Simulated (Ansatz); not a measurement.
Ansatz (a first-principles code) input (PBE-QIDH/def2-TZVPD):

Ansatz 0.2 input:
```yaml
crystal:
  periodic: [false, false, false]
  atoms:
    - {symbol: W, position_ang: [0.00000000, 0.00000000, 0.00000000]}
    - {symbol: C, position_ang: [-0.52460563, -0.89506419, 1.82114231]}
    - {symbol: C, position_ang: [-0.00400458, 2.09230216, 0.12314995]}
    - {symbol: C, position_ang: [-1.42518648, -0.70935651, -1.36329274]}
    - {symbol: C, position_ang: [1.95379669, -0.48788146, -0.58099952]}
    - {symbol: H, position_ang: [0.28166233, -0.45047733, 2.43379165]}
    - {symbol: H, position_ang: [-0.42797818, -1.98526134, 1.88708285]}
    - {symbol: H, position_ang: [-1.48140969, -0.59694538, 2.26596362]}
    - {symbol: H, position_ang: [0.13573230, 2.64716278, -0.81216718]}
    - {symbol: H, position_ang: [0.62030664, 2.54723930, 0.90127754]}
    - {symbol: H, position_ang: [-1.05994540, 2.21319405, 0.42882761]}
    - {symbol: H, position_ang: [-1.41044499, -1.78266805, -1.58689922]}
    - {symbol: H, position_ang: [-2.46387651, -0.39435209, -1.20801845]}
    - {symbol: H, position_ang: [-1.04428036, -0.17705630, -2.25471392]}
    - {symbol: H, position_ang: [1.82256343, -1.58566041, -0.60790534]}
    - {symbol: H, position_ang: [2.75612238, -0.26754935, 0.13310278]}
    - {symbol: H, position_ang: [2.27154804, -0.16762586, -1.58034194]}
basis:
  gaussian:
    orbitals: def2-TZVPD
hamiltonian:
  xc: {name: PBE-QIDH}
magnetization: {spin_polarized: false}
correlation: {electrons: outside_noble_gas}
```

Output:

```
Functional definition: PBE-QIDH
integrals: 0.92 GiB planned
2209 factors; integrals over basis functions are off by at most 8.9e-4 eV
0.43 GiB of the device are held for the grids
1.80 GiB of device memory are held for the factors and their scratch space
mean field: 2.33 GiB planned
mean field evaluation 1: about -6139.4097 eV, gradient 6.1e1 eV
mean field evaluation 2: about -6139.4614 eV, gradient 6.1e1 eV
mean field evaluation 4: about -6147.4857 eV, gradient 9.5e0 eV
mean field evaluation 8: about -6147.7217 eV, gradient 2.5e-1 eV
mean field evaluation 16: about -6147.7223 eV, gradient 1.1e-4 eV
mean field -6147.72226901 eV, -225.9246263103 hartree, gradient 2.8e-6 eV, S^2 0.000000; 0 other end points of the search recorded, 0 dependent functions left out; unrestricted orbitals would lower it
8 core orbitals not correlated
reference -6147.72228852 eV, -225.9246270272 hartree; 17, 17 occupied and 274, 274 virtual orbitals, 2209 factors
second order -28.21805631 eV of doubles, -0.00000000 eV of singles
Total energy: -6157.12830729 eV, -226.2702918413 hartree
```

This is an excited singlet: at this geometry the triplet lies 0.57 eV lower at RI-MP2/CBS(def2-TZVPPD,def2-QZVPPD)+[CCSD(T)-MP2]/def2-TZVPPD.
